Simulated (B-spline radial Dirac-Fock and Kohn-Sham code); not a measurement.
**Subshell photoionisation cross sections of Fe⁴⁺ against photon energy**

System: Fe⁴⁺, [Ar] 3d4.

Input of the calculation (task.json; shells as n, l, electrons):

```json
{"items": [{
  "Z": 26,
  "q": 4,
  "cfg": [[1, 0, 2], [2, 0, 2], [2, 1, 6], [3, 0, 2], [3, 1, 6], [3, 2, 4]],
  "A": 56,
  "rrms": 3.7377,
  "do": ["binding", "quiet", "photo"],
  "hv": [30.0, 30.1, 30.5, 38.9, 41.7, 49.2, 56.2, 90.0, 184.0, 185.0, 190.0, 286.0, 326.0, 3090.0, 3390.0, 3540.0, 5290.0, 6630.0, 7020.0, 20400.0, 28800.0, 28900.0, 37700.0, 46800.0]
}]}
```

Run with: `python xray_run.py task.json out`

Level of theory: Dirac-Hartree-Slater photoionisation with all multipoles and Dirac-Fock thresholds; a radial atomic solver. Values are in kb; a dash marks an energy below the computed threshold.

```tsv
hν (eV)	2p1/2	2p3/2	3s	3p1/2	3d3/2
90	–	–	–	–	1900
184	–	–	305	351	501
185	–	–	304	350	494
190	–	–	296	346	464
286	–	–	181	231	163
326	–	–	151	193	113
3090	9.16	17.4	2.38	1.13	0.0492
3390	6.89	13.1	1.95	0.858	0.0339
3540	6.03	11.4	1.77	0.755	0.0285
5290	1.68	3.16	0.715	0.221	0.00540
6630	0.802	1.50	0.420	0.108	0.00207
7020	0.663	1.24	0.366	0.0896	0.00162
20400	0.0162	0.0290	0.0234	0.00233	1.44e-05
28800	0.00461	0.00812	0.00901	0.000672	2.98e-06
28900	0.00455	0.00802	0.00892	0.000663	2.94e-06
37700	0.00171	0.00296	0.00418	0.000251	8.61e-07
46800	0.000766	0.00131	0.00223	0.000113	3.19e-07
```

At 46800 eV the multipoles beyond E1 give 21.6 % of 2p1/2, 21.3 % of 2p3/2, 12.3 % of 3s, 21.5 % of 3p1/2, 35.1 % of 3d3/2.

Run: 2.8 s of CPU time on 1 thread of Neoverse-N1 (shared host), peak memory 0.30 GiB.
